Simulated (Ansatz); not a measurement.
Torsion H3–S1–Pb2–H4 in H2PbS (SMILES [SH][PbH]); at each angle all else is relaxed with GFN2-xTB, and the levels are single points there.
Geometry at 180° (charge 0, multiplicity 1):
```tsv
atom	x (Å)	y (Å)	z (Å)
S	-1.3081	0.6863	0.2670
Pb	1.1472	0.6665	-0.2407
H	-1.6013	-0.5469	-0.1268
H	1.3836	2.3846	0.3430
```

On the grid 0° to 330°, 270° is the highest and 180° the lowest point at wB97M-V/def2-TZVPP.

Cores are frozen in the correlated methods. Filled d and f shells under p-block atoms count as core.

Run with Ansatz (Gaussian basis) for Hartree–Fock, density functionals and correlated methods. Each number belongs to the level named beside it. In def2 rows elements past Kr take small-core potentials, without spin–orbit coupling.

Q: What energy at 270° less that at 180° does SCS-MP2/def2-SVP give?

A: 10.4 kcal/mol

Q: What is the computed energy at 270° less that at 180° (HF/def2-TZVPP)?

A: 8.9 kcal/mol

Q: Give the energy at 270° less that at 180° at the level MP2/def2-TZVPP.

A: 10.0 kcal/mol

Ansatz is a first-principles code.
